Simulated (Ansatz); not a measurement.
Start from `N[SiH3]` and change one atom or group to get `N[SiH2][SnH3]`.

Ansatz, PBE0-D4/def2-TZVP geometries, multiplicity 1. Each molecule was computed in one conformer, which needn't be the lowest.

Elements past krypton have def2 core potentials.

```tsv
property	`N[SiH3]`
HOMO–LUMO gap (B3LYP/def2-TZVPP) / eV	7.25
size of the dipole moment (B3LYP/def2-TZVPP) / D	1.33
zero-point energy (PBE0-D4/def2-TZVP) / kJ/mol	132.0
HOMO–LUMO gap (PBE0/def2-TZVPP) / eV	7.76
HOMO energy (PBE0/def2-TZVPP) / eV	-7.42
size of the dipole moment (PBE/def2-TZVPP) / D	1.36
```

(1) Give the same properties after the change, and the shifts. (Best estimate.)

Results:

(1) Ansatz gave: 
| property | `N[SiH2][SnH3]` | shift |
| --- | --- | --- |
| HOMO–LUMO gap (B3LYP/def2-TZVPP) / eV | 6.60 | -0.65 |
| size of the dipole moment (B3LYP/def2-TZVPP) / D | 1.77 | 0.44 |
| zero-point energy (PBE0-D4/def2-TZVP) / kJ/mol | 165.6 | 33.6 |
| HOMO–LUMO gap (PBE0/def2-TZVPP) / eV | 7.01 | -0.75 |
| HOMO energy (PBE0/def2-TZVPP) / eV | -7.27 | 0.15 |
| size of the dipole moment (PBE/def2-TZVPP) / D | 1.75 | 0.39 |

With PBE0 the HOMO rises by 0.15 eV and the LUMO falls by 0.60 eV, so the gap narrows by about 0.75 eV. PBE moves the HOMO by -0.01 eV and ωB97M-V by 0.37 eV. The zero-point energy changes by 33.6 kJ/mol with +9 modes. Dipoles are sizes alone; their direction can turn.

B3LYP here is the variant with VWN-RPA as its local correlation; programs differ in this.
